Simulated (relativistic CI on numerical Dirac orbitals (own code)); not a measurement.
**V²⁺ in a cubic cluster: 3s photoemission with charge transfer**

Computed with a charge-transfer multiplet model of a cubic metal-ligand cluster with up to 2 ligand holes, Slater and spin-orbit integrals from Dirac-Coulomb-Breit ions, Slater integrals scaled by 0.8. The ground state mixes d3 with configurations of k ligand holes L, whose averages lie at kΔ + k(k − 1)U_dd/2; a core hole lowers each added d electron by U_cd. 300 K, Lorentzian 1.4 eV and Gaussian 0.8 eV FWHM.

Atomic integrals in eV (Slater integrals scaled, ζ unscaled), ground: F2dd 7.134, F4dd 4.434, zeta_d 0.019; with the core hole: F2dd 8.156, F4dd 5.114, zeta_d 0.026, G2cd 8.402.

Cluster parameters (eV): Δ = 4.8, U_dd = 6.1, U_cd = 7.4, 10Dq(ligand) = 0.8, V(eg) = 2.95, V(t2g) = -1.56, final-state hopping factor = 0.8.

```
          Case   n_d    d3   d4L  d5L2     S
10Dq = 0.55 eV  3.55  0.52  0.42  0.06  1.50
10Dq = 1.15 eV  3.53  0.53  0.41  0.06  1.50
10Dq = 1.45 eV  3.52  0.54  0.40  0.06  1.50
```

Weights, n_d and S are thermal averages at 300 K. Binding energies count from the first peak over 30 % of the highest in each spectrum, which can be another peak from case to case. The parameters are a model scan and need not match a compound or its usual spin state. Peaks in eV (height, largest 100):
- 10Dq = 0.55 eV: 0.0 (100), 5.7 (41), 8.0 (50), 10.5 (20), 17.4 (10)
- 10Dq = 1.15 eV: 0.0 (100), 5.5 (38), 8.0 (49), 10.5 (20), 17.3 (10)
- 10Dq = 1.45 eV: 0.0 (100), 5.4 (36), 8.0 (47), 10.5 (21), 17.2 (10)

For the case 10Dq = 1.45 eV, Δ = 4.8 eV is smaller than U_dd = 6.1 eV, the charge-transfer side of the Zaanen-Sawatzky-Allen scheme. With the core hole the average of the configuration with one ligand hole lies at Δ − U_cd = -2.6 eV before mixing: the effective hopping of about 4.9 eV (from the holes of the mixed ground state) is comparable with this gap or larger, so the configurations mix strongly.

Without intra-shell correlation the exchange splitting of the 3s hole comes out too large.
